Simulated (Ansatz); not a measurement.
Acetonitrile + `CBC` → `CC#[N+][BH-](C)C` at 700 K and 1 bar (adduct formation).

Program: Ansatz. Geometries: PBE0-D4/def2-TZVP. ΔE: electronic, gas phase. CCSD(T)/CBS adds triple-zeta CCSD(T) − MP2 to the extrapolated MP2 energy (def2 sets, frozen cores). This one scheme is used for every species.

```json
{"species": "`CC#N`", "CCSD(T)/CBS energy (Eh)": "-132.59492", "H − E (kJ/mol)": "158.4", "S (J/(mol·K))": "298.4"}
{"species": "`CBC`", "CCSD(T)/CBS energy (Eh)": "-105.11307", "H − E (kJ/mol)": "282.8", "S (J/(mol·K))": "377.9"}
{"species": "`CC#[N+][BH-](C)C`", "CCSD(T)/CBS energy (Eh)": "-237.72383", "H − E (kJ/mol)": "455.0", "S (J/(mol·K))": "539.3"}
```

H − E and S are ideal-gas, rigid-rotor, harmonic terms from PBE0-D4/def2-TZVP, for one conformer and one mirror image of each species. 1 Eh = 2625.50 kJ/mol, R = 8.31446 J/(mol·K).

By hand: ΔE, ΔH, ΔS and ΔG.

ΔE = (-237.72383) − (-132.59492) − (-105.11307) = -0.01584 Eh = -41.6 kJ/mol. Δ(H − E) = 455.0 − 158.4 − 282.8 = 13.8, so ΔH = -27.8 kJ/mol. ΔS = 539.3 − 298.4 − 377.9 = -137.0 J/(mol·K). ΔG = -27.8 − 700 × (-137.0)/1000 = 68.1 kJ/mol.

By hand: the equilibrium constant, and the temperature at which ΔG would vanish if ΔH and ΔS stayed fixed.

log₁₀ K = −ΔG/(RT ln 10) = -5.1. ΔG = 0 at ΔH/ΔS = 203 K.

The number of gas molecules changes by -1, which sets the sign of ΔS. A doubt of 5 kJ/mol in ΔE shifts log₁₀ K by 0.4 here. Other conformers and mirror images would add mixing entropy, several J/(mol·K) or more a flexible species. Modes under 60 cm⁻¹, often nearly free rotors, make the harmonic entropy too high. These are equilibria of isolated gas molecules and say nothing of rates. Largest T1 diagnostic: 0.012 (customary marks: 0.02 for closed shells, 0.045 for open ones).
